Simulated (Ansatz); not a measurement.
Isolated molecules relaxed with PBE0-D4/def2-TZVP in Ansatz; ΔE leaves out vibrations. CCSD(T)/CBS is the MP2 limit (def2-TZVPP, def2-QZVPP) plus CCSD(T) − MP2 in def2-TZVPP, frozen cores. This one scheme is used for every species. DFT in def2-TZVPP. B3LYP here is the variant with VWN-RPA as its local correlation; programs differ in this. One conformer a species, not always the lowest.

`O[SiH2]S[SiH2]Cl` + HCl → `Cl[SiH2]S[SiH2]Cl` + H₂O  (ligand exchange at the Si–O bond)

`O[SiH2]S[SiH2]Cl`:

Cartesian coordinates in Å:
```
O -0.483 1.823 -1.243
Si 0.651 1.339 -0.171
S 1.380 -0.646 -0.572
Si -0.128 -1.690 0.475
Cl -2.012 -1.184 -0.218
H -1.273 1.280 -1.309
H 1.801 2.250 -0.333
H 0.130 1.332 1.220
H 0.068 -3.135 0.232
H -0.134 -1.368 1.918
```

HCl:

```xyz
2

Cl    0.383    0.512   -0.009
H    -0.383   -0.512    0.009
```

`Cl[SiH2]S[SiH2]Cl`:

Cartesian coordinates in Å:
```
Cl -1.938 0.029 1.529
Si -0.454 1.299 0.904
S 0.071 0.969 -1.133
Si 0.467 -1.123 -1.110
Cl 1.825 -1.630 0.341
H -0.957 2.688 0.956
H 0.701 1.096 1.800
H -0.760 -1.903 -0.852
H 1.046 -1.425 -2.436
```

H₂O:

```xyz
3

O     0.253    0.295    0.016
H    -0.592    0.226    0.465
H     0.339   -0.521   -0.481
```

| level | ΔE (kJ/mol) | difference from CCSD(T)/CBS |
| --- | --- | --- |
| PBE-D4 | 1.1 | -2.4 |
| PBE0-D4 | 0.7 | -2.8 |
| B3LYP-D4 | 6.5 | 3.0 |
| B2PLYP | 9.2 | 5.7 |
| PBE | 3.0 | -0.5 |
| PBE0 | 2.6 | -0.9 |
| HF/def2-TZVPP | 11.4 | 7.9 |
| MP2/def2-TZVPP | 5.1 | 1.6 |
| SCS-MP2/def2-TZVPP | 8.2 | 4.7 |
| CCSD/def2-TZVPP | 10.1 | 6.6 |
| CCSD(T)/def2-TZVPP | 9.3 | 5.8 |
| HF/def2-QZVPP | 11.8 | 8.3 |
| MP2/def2-QZVPP | 1.9 | -1.6 |
| SCS-MP2/def2-QZVPP | 5.1 | 1.6 |
| MP2/CBS(def2) | -0.7 | -4.2 |
| CCSD/CBS(def2) | 4.2 | 0.7 |
| CCSD(T)/CBS | 3.5 | 0 |

Largest T1 diagnostic among the species: 0.011.

The D4 term adds −3.4 kJ/mol with B3LYP and −1.9 kJ/mol with PBE0; it sums over pairs of atoms, weighted by their polarisabilities, and B3LYP, whose exchange is more repulsive, gets the larger term.

CCSD(T)/CBS has its own doubt, a few kJ/mol and more with outer-core shells, so smaller differences from it don't rank the levels.
